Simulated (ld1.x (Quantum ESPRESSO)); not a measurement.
**LDA (PZ) ultrasoft dataset for Ti (Z = 22), scalar-relativistic all-electron reference.**

titanium (Ti), ultrasoft, made with ld1.x (Quantum ESPRESSO) 7.5 (LDA (PZ), scalar-relativistic). Core [Ne] 3s2, reference 3p6 3d2 4s1 4p0 (charge +1). Waves: 4s (bound): rcut 2.20, rcutus 2.65 bohr; 4s channel at -0.3 Ry: rcut 2.20, rcutus 2.65 bohr; 3p (bound): rcut 2.05, rcutus 2.15 bohr; 4p (bound, empty): rcut 2.05, rcutus 2.15 bohr; 3d (bound): rcut 1.55, rcutus 2.15 bohr; 3d channel at -0.3 Ry: rcut 1.55, rcutus 2.15 bohr. Local part: all-electron potential smoothed inside 2.00 bohr (lloc = -2). Core correction: none. Augmentation charge: PSQ, inside the norm-conserving radii.

* Cutoffs needed: 21 Ry and 35 Ry (the cutoffs (Ry, on a coarse ladder) from which the occupation-weighted sum of valence levels, in a spherical-Bessel basis at the reference potential, stays within 10 and 1 mRy of its value at 400 Ry)
* Ghost test: no extra level below or beside the all-electron valence levels (s, p, d, f tested) (spherical-Bessel basis up to 400 Ry, 20 bohr box)
* Configuration tests: test run stopped at test 6 of 9 (negative rho), 1 before it not solved; not counted: 3p6 3d1 4s0 4p0 (solver errors, printed error -530 eV)
* Lowest eigenvalue of the overlap operator: 0.09 (p channel)
* Density cutoff estimated by the generator: 167 Ry
